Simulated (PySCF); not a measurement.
# Static response to an electric field

Species: SnCl3(NEt2), C₄H₁₀Cl₃NSn.
Structure used (PBE0-D3(BJ)/def2-SVP), in Å, numbered top down from 1:
```xyz
19
C4H10Cl3NSn angstrom
Sn     1.0909    1.9381    0.7265
Cl     0.4353    2.6374    2.8442
Cl     3.4120    1.8672    0.5705
Cl     0.3659    3.5550   -0.8021
N      0.3656    0.0930    0.4214
C      0.8704   -0.5900   -0.7635
C      0.9040   -2.0987   -0.5890
C     -1.0219   -0.1298    0.8016
C     -2.0666    0.3052   -0.2167
H      1.9002   -0.2366   -0.9404
H      0.2950   -0.3303   -1.6744
H      1.4552   -2.3647    0.3253
H     -0.1055   -2.5308   -0.5205
H      1.4046   -2.5669   -1.4498
H     -1.1448   -1.2032    1.0318
H     -1.1946    0.3897    1.7590
H     -1.9662    1.3763   -0.4565
H     -1.9813   -0.2566   -1.1593
H     -3.0810    0.1392    0.1764
```

Level: wB97X-D/def2-SVPD (PySCF), static field, nuclei fixed, core orbitals frozen in the response. The polarisability tensor in these axes (au):

```
x   137.31   2.95  -1.00
y     2.95 143.54   5.36
z    -1.00   5.36 128.28
```

Question: Give the principal values, the mean and the anisotropy Δα = √{½[(α1 − α2)² + (α2 − α3)² + (α1 − α3)²]}.

Answer: Principal values 126.27, 136.88 and 145.98 au; mean 136.38 au = 20.21 Å³ = 22.49 × 10⁻⁴⁰ C²·m²/J; Δα = 17.09 au (13 % of the mean).

Question: What is the dipole moment, and where does it point?

Answer: (-1.58, -2.90, -0.98) D, 3.44 D in size, pointing from the negative to the positive side. Measured along this direction, the outermost atoms are Cl3 and Cl2 at the negative end and H13 at the positive end.

Question: Orientational against electronic polarisability at 350 K (dilute gas, rigid molecules)?

Answer: In Gaussian units μ²/3kT = 81.78 Å³ against 20.21 Å³, a ratio of 4.05; the Debye molar polarisation (4π/3)N_A(α + μ²/3kT) is 257.3 cm³/mol, leaving out the vibrational part.

Question: Rayleigh depolarisation ratio (linearly polarised light, static tensor)?

Answer: ρ = 3Δα²/(45ᾱ² + 4Δα²) = 875.7/(836957 + 1167.6) = 0.00104.

Question: Give the principal axes and the span of the nuclei along them.

Answer: Largest value along (0.28, 0.92, 0.26), where the nuclei span 5.81 Å; middle along (0.94, -0.22, -0.25), 5.65 Å; least along (0.17, -0.32, 0.93), 3.70 Å. The response follows the extents in order.

Question: Refractivity n − 1 of an ideal gas of it at 400 K and 1 atm, from the electronic α?

Answer: N = p/kT = 1.8347 × 10¹⁹ cm⁻³, so n − 1 = 2π × N × 20.21 × 10⁻²⁴ cm³ = 2330 × 10⁻⁶ at long wavelengths.

The structure is a single PBE0-D3(BJ)/def2-SVP conformer in the gas phase; no vibrational or solvent corrections. Atoms past krypton carry effective core potentials; spin–orbit coupling is left out.
